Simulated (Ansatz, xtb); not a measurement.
## Relative energy of two isomers of CH6OSn

We compare I, `C[O][SnH3]`, a singlet, with II, `O[CH2][SnH3]`, a singlet. Both are isolated molecules in the gas phase, relaxed with PBE0-D3(BJ)/def2-SVP; the shapes shown needn't be the lowest conformers.

I (Å):

```xyz
9

C    -0.8060   -1.4953   -0.4403
O     0.0898   -0.4278   -0.4287
Sn    2.0016   -0.7093   -0.9126
H    -0.5354   -2.3048    0.2693
H    -0.9207   -1.9626   -1.4406
H    -1.8029   -1.1266   -0.1418
H     2.0529   -1.3119   -2.5190
H     2.6618   -1.8421    0.1950
H     2.6790    0.8475   -0.7604
```

II (Å):

```xyz
9

C    -0.3743   -1.4327   -0.7938
O    -0.8723   -0.2706   -1.4016
Sn    1.7248   -1.2206   -0.2183
H    -0.4336   -0.1604   -2.2512
H    -0.9570   -1.5998    0.1242
H    -0.4995   -2.3371   -1.4188
H     2.4277   -2.7003    0.2992
H     2.5676   -0.6550   -1.6077
H     1.8783   -0.0480    1.0218
```

Energies in hartree; the thermal terms are from PBE0-D3(BJ)/def2-SVP harmonic frequencies (ideal gas, rigid rotor, one conformer each, 298.15 K, 1 atm) and include the zero-point energy:

```
                               I           II
E, CCSD(T)/def2-TZVP  −330.379277  −330.358922
   zero-point energy     0.061459     0.061664
        H(298 K) − E     0.068269     0.068415
        G(298 K) − E     0.031496     0.031999
```

**Question.** Work out ΔE, ΔE₀, ΔH and ΔG for I → II in kcal/mol (1 Eh = 627.51 kcal/mol) and the equilibrium ratio [II]/[I].

**Answer.** 1. ΔE = −330.358922 − (−330.379277) = +0.020355 Eh = +12.77 kcal/mol.
2. ΔE₀ = ΔE + ΔZPE = +0.020355 + (+0.000205) Eh = +12.90 kcal/mol.
3. ΔH = ΔE + (+0.000146) Eh = +12.86 kcal/mol.
4. ΔG = ΔE + (+0.000503) Eh = +13.09 kcal/mol, so ΔS = (ΔH − ΔG)/T = −3.1 J/(mol K).
5. kT = 0.9442 mEh, so K = [II]/[I] = exp(−ΔG/kT) = exp(−22.09) ≈ 2.5 × 10^−10.

Structure I is favoured at this temperature. An error of 1 kcal/mol in ΔG would change K by a factor of 5.4. Mirror images and further conformers aren't counted.

As drawn, II has 1 C–Sn, 1 O–H in place of 1 O–Sn, 1 C–H.

Other levels gave ΔE = +9.7 (GFN2-xTB); +12.9 (HF/STO-3G, GFN2-xTB geometries); +10.2 (r2SCAN-D4/def2-SVP, GFN2-xTB geometries); +9.2 (PBE0-D3(BJ)/def2-SVP); +15.4 (HF/def2-TZVP); +12.9 (MP2/def2-TZVP) kcal/mol. The correlated steps freeze 6 core orbitals; the filled d shell of Sn is correlated, in a basis made for valence electrons. Atoms past krypton carry core potentials in the def2 sets, without spin–orbit terms. Programs: Ansatz 0.2.0, xtb 6.7.1.
